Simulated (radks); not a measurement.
Species: the erbium ion Er16+. Configuration: [Kr] 4d10 4f6.

Method: scalar-relativistic Kohn-Sham, BLYP, spin-polarised, spherical densities, finite nucleus; open shells are filled with parallel spins first (spin-orbit coupling, left out, can overturn this in heavy ions); Fermi nuclear charge, rms radius 5.2516 fm; computed with a radial shooting solver on a logarithmic mesh with Libxc functionals.

Energy parts (hartree):
| part | energy |
|---|---|
| total | -12999.1922 |
| kinetic | 14097.7413 |
| electron-nucleus | -31180.3039 |
| Hartree | 4348.7909 |
| exchange-correlation | -265.4205 |

Orbitals (lengths in bohr, moments of r in powers of bohr):
orbital	occ.	eigenvalue (hartree)	<1/r>	<r^2>	<r>
1s down	1	-2121.901	77.54	0.0005679	0.02037
1s up	1	-2121.900	77.54	0.0005679	0.02037
2s up	1	-367.7935	18.05	0.008836	0.08647
2s down	1	-367.7900	18.05	0.008835	0.08647
2p up	3	-326.9252	16.67	0.007186	0.07672
2p down	3	-326.9229	16.68	0.007186	0.07671
3s up	1	-93.04243	6.656	0.05803	0.2254
3s down	1	-92.89871	6.665	0.05791	0.2251
3p up	3	-80.60496	6.219	0.05840	0.2245
3p down	3	-80.46181	6.228	0.05825	0.2242
3d up	5	-65.00873	5.895	0.04872	0.2038
3d down	5	-64.89928	5.902	0.04855	0.2035
4s up	1	-28.89599	2.867	0.2809	0.4994
4s down	1	-28.61422	2.862	0.2814	0.4998
4p up	3	-24.71228	2.644	0.3126	0.5251
4p down	3	-24.43780	2.639	0.3134	0.5258
4d up	5	-19.09764	2.385	0.3521	0.5534
4d down	5	-18.82887	2.378	0.3539	0.5548
4f up	6	-12.82207	2.046	0.4032	0.5858
4f down	0	-12.54970	2.035	0.4106	0.5904

The highest occupied level is 4f up at -348.91 eV. The density falls to 0.001 e/bohr^3 at r = 1.71 bohr. The spin density at the nucleus is -19.49 e/bohr^3 (1s 0.09, 2s -2.17, 3s -28.24, 4s 10.84). The electron density at the nucleus is 9.195e+05 e/bohr^3 (large components only). Summed over all electrons, <r^2> = 9.403 bohr^2, which gives a Langevin (diamagnetic) susceptibility term of -7.45 x 10^-6 cm^3/mol. For comparison, the ionisation energy in NIST's Atomic Spectra Database is 381 eV (theoretical). In exact Kohn-Sham theory the highest level is minus the ionisation energy, but local and semilocal functionals leave it too shallow, through self-interaction and a potential that decays too fast; potentials with the right tail come closer.
